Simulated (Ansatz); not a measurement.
Stepwise reaction of `N#[C][Sn]([F])([F])[C]#N` with hydrogen, as a gas-phase model of exchange steps in deposition or etching. ΔE in kJ/mol; ΔG adds harmonic PBE0-D4 terms to CCSD(T)/CBS, at 1 bar.

Gas-phase electronic energies from Ansatz, PBE0-D4/def2-TZVP geometries. CBS: MP2 limit from def2 TZ/QZ plus the TZ coupled-cluster correction, frozen cores. This one scheme is used for every species. Functionals use def2-TZVPP. B3LYP here is the variant with VWN-RPA as its local correlation; programs differ in this. Elements past krypton have def2 core potentials. For Sn outer-core shells are correlated without core-valence functions, which leaves a few kJ/mol of doubt a bond.

```csv
step,reaction,PBE-D4,B3LYP-D4,ωB97M-V,CCSD(T)/CBS,ΔG(600 K)
1,`N#[C][Sn]([F])([F])[C]#N` + H₂ → `N#[C][SnH]([F])[F]` + `C#N`,-32.9,-36.1,-35.4,-28.2,-32.7
```

Give the row of step 2, `N#[C][SnH]([F])[F]` + H₂ → `[F][SnH2][F]` + `C#N`. (Estimate.)

The calculation gave: 
| step | reaction | PBE-D4 | B3LYP-D4 | ωB97M-V | CCSD(T)/CBS | ΔG(600 K) |
| --- | --- | --- | --- | --- | --- | --- |
| 2 | `N#[C][SnH]([F])[F]` + H₂ → `[F][SnH2][F]` + `C#N` | -15.8 | -18.0 | -16.4 | -11.0 | -8.5 |

By hand: ΔE of the 2 steps together at CCSD(T)/CBS.

(-28.2) + (-11.0) = -39.2 kJ/mol, or -19.6 kJ/mol a step.

In ΔE each step is higher than the one before. All are downhill at CCSD(T)/CBS. ΔG lies between -32.7 and -8.5 kJ/mol a step. PBE-D4 differs from CCSD(T)/CBS by -4.8 to -4.7 kJ/mol a step. Isolated molecules leave out the surface, adducts and barriers. Largest T1 diagnostic: 0.015.
